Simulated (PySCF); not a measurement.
C₃H₉Ga, SMILES [CH3][Ga]([CH3])[CH3].

The structure is a stationary point at PBE-D3(BJ)/def2-SVP. The isomer is the one that the SMILES or the coordinates give; other isomers of the formula were not compared.

Calculation: PBE-D3(BJ)/def2-SVP run with PySCF.

Frequencies are harmonic and unscaled.

A small imaginary wavenumber (i) marks a very flat motion, where grid noise or a shallow saddle decides the sign.

```csv
mode,ν (cm⁻¹),IR (km/mol),moving atoms (share of kinetic energy)
1,4i,0.0,H 97 %
2,4i,0.0,H 97 %
3,35,0.4,H 97 %
4,143,2.8,"C 51 %, H 35 %, Ga 14 %"
5,143,2.9,"C 52 %, H 35 %, Ga 14 %"
6,147,1.4,"H 35 %, C 32 %, Ga 32 %"
7,502,0.0,"C 78 %, H 22 %"
8,558,46.5,"C 58 %, Ga 23 %, H 19 %"
9,558,46.6,"C 58 %, Ga 23 %, H 19 %"
10,580,0.1,"H 86 %, C 14 %"
11,580,0.1,"H 86 %, C 14 %"
12,628,0.0,"H 85 %, C 15 %"
13,709,62.2,"H 73 %, C 22 %"
14,739,74.4,"H 75 %, C 22 %"
15,739,74.4,"H 75 %, C 22 %"
16,1161,14.7,"H 80 %, C 20 %"
17,1161,14.7,"H 80 %, C 20 %"
18,1165,0.0,"H 83 %, C 17 %"
19,1375,1.1,H 96 %
20,1375,1.1,H 96 %
21,1378,0.0,H 95 %
22,1380,0.0,H 95 %
23,1380,0.0,H 95 %
24,1383,6.2,H 96 %
25,2965,8.2,H 97 %
26,2965,8.2,H 97 %
27,2966,0.0,H 97 %
28,3054,0.0,"H 91 %, C 9 %"
29,3054,0.1,"H 91 %, C 9 %"
30,3054,20.5,"H 91 %, C 9 %"
31,3082,14.9,"H 91 %, C 9 %"
32,3082,15.0,"H 91 %, C 9 %"
33,3082,0.1,"H 91 %, C 9 %"
```
